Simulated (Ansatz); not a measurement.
The same path of CH2GeOSi (6 atoms, charge 0, multiplicity 1) was run twice with different band settings. The coordinate that changes most is the dihedral H5–O1–Ge2–C3.

The calculation used RKS PBE0/def2-SVP (Ansatz 0.2.0).

Relaxed end points:

```xyz
6
Properties=species:S:1:pos:R:3
O -1.132 0.664 -1.074
Ge -0.004 0.262 0.219
C 0.901 -1.242 0.245
Si 1.805 -2.644 0.357
H -1.558 1.522 -0.958
H -0.012 1.436 1.211
```

```xyz
6
Properties=species:S:1:pos:R:3
O -1.164 1.135 -0.719
Ge 0.010 0.461 0.409
C 0.795 -1.104 0.212
Si 1.577 -2.577 0.082
H -1.326 0.539 -1.462
H 0.108 1.546 1.478
```

Common settings: climbing image yes; spring 5.0 eV/Å²; optimiser quadratic models (default); start path through a guess of the saddle point; force threshold 0.03 eV/Å; end points relaxed.

| run | movable images | iteration limit |
| --- | --- | --- |
| 1 | 7 | 54 |
| 2 | 2 | 60 |

(1) What does each run give, and how far can it be trusted?

Answers

(1) Run 1: converged after 26 iterations, highest image 0.166 eV above the first end. A vibrational analysis at the climbing image gives one clearly imaginary mode, 435i cm⁻¹: a first-order saddle point.
Run 2: converged after 29 iterations, highest image 0.166 eV above the first end. The dihedral H5–O1–Ge2–C3 jumps by 98° between images 2 and 3, so the path isn't resolved there. Another band between the same ends (7 images) ends at a top of the same energy, where a vibrational analysis finds 1 clearly imaginary mode. So few images can step over the top or miss a turn of the path.
